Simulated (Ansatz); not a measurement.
Program: Ansatz. Geometries: PBE0-D4/def2-TZVP. ΔE: electronic, gas phase. CBS: MP2 limit from def2 TZ/QZ plus the TZ coupled-cluster correction, frozen cores. This one scheme is used for every species. DFT in def2-TZVPP. B3LYP here is the variant with VWN-RPA as its local correlation; programs differ in this. One conformer a species, not always the lowest.

`O[SiH2]S[SiH2]F` + H₂ → `O[SiH2]S[SiH3]` + H–F  (hydrogenolysis of the Si–F bond)

| level | ΔE (kcal/mol) | difference from CCSD(T)/CBS |
| --- | --- | --- |
| PBE-D4 | 26.6 | -1.1 |
| r2SCAN-D4 | 29.6 | 1.9 |
| PBE0-D4 | 26.1 | -1.6 |
| B3LYP-D4 | 28.6 | 0.9 |
| ωB97M-V | 28.6 | 0.9 |
| B2PLYP | 28.6 | 0.9 |
| PBE | 26.4 | -1.3 |
| r2SCAN | 29.6 | 1.9 |
| PBE0 | 25.9 | -1.8 |
| B3LYP | 28.2 | 0.5 |
| MP2/def2-TZVPP | 28.4 | 0.7 |
| SCS-MP2/def2-TZVPP | 28.3 | 0.6 |
| CCSD(T)/def2-TZVPP | 27.2 | -0.5 |
| SCS-MP2/def2-QZVPP | 28.8 | 1.1 |
| HF/CBS(def2) | 28.4 | 0.7 |
| MP2/CBS(def2) | 28.9 | 1.2 |
| CCSD(T)/CBS | 27.7 | 0 |

Largest T1 diagnostic among the species: 0.012.
